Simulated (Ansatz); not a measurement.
Molecule: C5H7, net charge 0, doublet state. It need not be the lowest isomer of its formula. 
Structure (B3LYP-D3(BJ)/def2-TZVP (Ansatz, a quantum-chemistry and plane-wave program) minimum search):
```xyz
12

C      2.3239    -0.1307     0.2863
C      0.9850    -0.3228     0.2193
C      0.0643     0.6510    -0.2320
C     -1.3367     0.4958    -0.3188
C     -2.0681    -0.6043     0.0094
H      2.9902    -0.9057     0.6386
H      2.7720     0.8095    -0.0124
H      0.5919    -1.2849     0.5316
H      0.4759     1.6062    -0.5399
H     -1.8814     1.3582    -0.6908
H     -3.1433    -0.6064    -0.1002
H     -1.6153    -1.5109     0.3881
```
Charge 0, spin multiplicity 2.

Computed values are from Ansatz. Correlated levels leave the core frozen unless marked. Open shells are spin-unrestricted. Spin-orbit coupling is left out. No relativistic terms. CBS marks a two-point X^-3 extrapolation of the correlation energy; Hartree-Fock from the larger set. [CCSD(T)-MP2]/basis is that difference in the basis named.

The UHF reference is spin-contaminated (<S^2> 0.42 over the pure value in the largest basis). 

### Question
What is the dipole moment at CCSD(T)/aug-cc-pVDZ?

### Answer
0.06 D.

### Question
What is the T1 diagnostic at CCSD/cc-pVTZ?

### Answer
0.034.

### Question
What is the total energy at RI-MP2/CBS(cc-pVTZ,cc-pVQZ)+[CCSD(T)-MP2]/cc-pVTZ?

### Answer
-194.3911 Eh.

### Question
What is the atomisation energy De at RI-MP2/CBS(cc-pVTZ,cc-pVQZ)+[CCSD(T)-MP2]/cc-pVTZ?

### Answer
1214.0 kcal/mol.
